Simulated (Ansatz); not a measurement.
Relaxation of CH$_{7}$AlSSi$_{2}$ (12 atoms, charge 0, multiplicity 1), to a largest force component of 0.02 eV/Å in at most 50 steps.

The calculation used RKS B3LYP-D4/cc-pVDZ (Ansatz).

```xyz
12
Properties=species:S:1:pos:R:3
Al -0.278 0.875 1.993
C -0.513 0.376 0.072
Si 1.003 0.660 -0.915
Si 0.184 -1.317 -0.270
S -1.055 -2.295 -1.810
H -1.494 1.762 2.690
H 1.015 0.525 2.798
H -1.395 0.657 -0.490
H 0.848 0.927 -2.295
H 2.256 0.955 -0.107
H 0.543 -2.046 0.959
H -1.038 -1.133 -2.591
```

Problem. Where does it end, and by what steps?

Solution. It converged. After 9 steps the energy has fallen by 0.698 eV; H12 moved furthest, 0.38 Å.

```json
{"step": "0", "energy less start (eV)": "0.0000", "largest force component (eV/Å)": "2.239", "accepted": "yes"}
{"step": "1", "energy less start (eV)": "-0.5613", "largest force component (eV/Å)": "1.209", "accepted": "yes"}
{"step": "2", "energy less start (eV)": "-0.6674", "largest force component (eV/Å)": "0.391", "accepted": "yes"}
{"step": "3", "energy less start (eV)": "-0.6201", "largest force component (eV/Å)": "0.451", "accepted": "no"}
{"step": "4", "energy less start (eV)": "-0.6940", "largest force component (eV/Å)": "0.063", "accepted": "yes"}
{"step": "5", "energy less start (eV)": "-0.6944", "largest force component (eV/Å)": "0.076", "accepted": "yes"}
{"step": "6", "energy less start (eV)": "-0.6966", "largest force component (eV/Å)": "0.029", "accepted": "yes"}
{"step": "7", "energy less start (eV)": "-0.6970", "largest force component (eV/Å)": "0.051", "accepted": "yes"}
{"step": "8", "energy less start (eV)": "-0.6975", "largest force component (eV/Å)": "0.021", "accepted": "yes"}
{"step": "9", "energy less start (eV)": "-0.6977", "largest force component (eV/Å)": "0.011", "accepted": "yes"}
```

```xyz
12
Properties=species:S:1:pos:R:3
Al -0.369 0.944 2.039
C -0.433 0.456 0.158
Si 1.183 0.596 -0.918
Si 0.123 -1.308 -0.348
S -1.122 -2.449 -1.710
H -1.541 1.792 2.700
H 0.882 0.474 2.904
H -1.343 0.832 -0.334
H 0.962 1.156 -2.283
H 2.393 1.169 -0.259
H 0.515 -2.239 0.746
H -1.173 -1.479 -2.660
```

Whether the end is a true minimum wasn't checked by a vibrational analysis.

Run time: 66 s on 2 threads of Intel(R) Xeon(R) Platinum 8488C (Sapphire Rapids) (shared host), peak memory 0.34 GiB.
